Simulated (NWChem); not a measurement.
System: CH3BrSi, singlet; SMILES C[Si]Br

All runs: NWChem. Low-valent species are run as closed-shell singlets; no triplet was tried in these runs. This build's default masses of Se (78.918 u) and Br (79.917 u) are each other's, which moves their modes by up to 0.6 %. The level has its own optimisation; frequencies are unscaled.

### Question
Estimate the computed values for PBE0/def2-SVP. Quantities: r Br–Si (Å); r C–Si (Å); r C–H (Å); highest harmonic frequency (cm⁻¹); lowest (cm⁻¹); zero-point energy (kcal/mol); dipole (D).

### Answer
* **r Br–Si (Å)**: 2.271
* **r C–Si (Å)**: 1.899
* **r C–H (Å)**: 1.103
* **highest harmonic frequency (cm⁻¹)**: 3155
* **lowest (cm⁻¹)**: 70
* **zero-point energy (kcal/mol)**: 22.9
* **dipole (D)**: 1.89
